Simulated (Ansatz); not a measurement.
`BCC#C` → `BC#C` + `[CH2]` (triplet)  (formal loss of a carbene)

Computed with Ansatz on PBE0-D4/def2-TZVP structures; ΔE is electronic, products minus reactants. CCSD(T)/CBS adds triple-zeta CCSD(T) − MP2 to the extrapolated MP2 energy (def2 sets, frozen cores). This one scheme is used for every species. Functionals use def2-TZVPP. Triplets are unrestricted, without spin–orbit coupling.

(1) Is it downhill or uphill in electronic energy at CCSD(T)/CBS, and by how much? (Estimate.)

(2) What do these levels give: PBE-D4, r2SCAN-D4, CAM-B3LYP, LC-ωPBE, CCSD(T)/def2-SVP, CCSD/CBS(def2)? (Estimate.)

Largest T1 diagnostic among the species: 0.014.

Answers

(1) Ansatz gave: Uphill: ΔE = +4.18 eV.

(2) Computed: PBE-D4 4.24, r2SCAN-D4 3.92, CAM-B3LYP 4.12, LC-ωPBE 4.17, CCSD(T)/def2-SVP 3.99, CCSD/CBS(def2) 4.09 eV.

In def2-TZVPP, CCSD(T) changes the Hartree–Fock value by +1.37 eV (the triples alone add +0.09 eV) and MP2 by +1.52 eV. From PBE to PBE0 (25 % exact exchange), in def2-TZVPP and without D4, ΔE moves by −0.04 eV.
